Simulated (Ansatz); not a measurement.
C$_{2}$H$_{6}$FNSi, SMILES `C=NC(F)[SiH3]`. Charge 0, multiplicity 1. The structure was optimised at the PBE0-D4/def2-TZVP level. It is one conformer, not always the lowest.

```xyz
11

C     0.872   -1.335   -1.250
N     1.037   -0.435   -0.382
C     0.130   -0.263    0.676
F    -0.869   -1.245    0.755
Si   -0.715    1.447    0.500
H     1.593   -1.410   -2.062
H     0.044   -2.047   -1.228
H     0.689   -0.314    1.618
H    -1.403    1.486   -0.813
H     0.317    2.510    0.583
H    -1.695    1.606    1.604
```

**Question.** What is the dipole moment at B3LYP/def2-TZVPP? (Best estimate.)

**Answer.** The calculation gave: 0.38 D, with components (0.19, 0.04, -0.32) D in this frame, pointing from negative to positive charge.

**Question.** And with PBE, r2SCAN, ωB97M-V? (An estimate is asked.)

**Answer.** Computed: PBE 0.28 D, r2SCAN 0.32 D, ωB97M-V 0.41 D.

**Question.** Give the Mulliken charges with B3LYP, r2SCAN, ωB97M-V in def2-TZVPP. (Best estimate.)

**Answer.** Ansatz gave: 
| atom | B3LYP | r2SCAN | ωB97M-V |
| --- | --- | --- | --- |
| C1 | -0.12 | -0.03 | -0.10 |
| N2 | -0.23 | -0.27 | -0.24 |
| C3 | 0.17 | 0.20 | 0.10 |
| F4 | -0.26 | -0.25 | -0.24 |
| Si5 | 0.28 | 0.30 | 0.18 |
| H6 | 0.12 | 0.08 | 0.11 |
| H7 | 0.11 | 0.08 | 0.11 |
| H8 | 0.10 | 0.07 | 0.12 |
| H9 | -0.06 | -0.06 | -0.02 |
| H10 | -0.05 | -0.06 | -0.01 |
| H11 | -0.06 | -0.06 | -0.02 |

B3LYP here is the variant with VWN-RPA as its local correlation; programs differ in this.
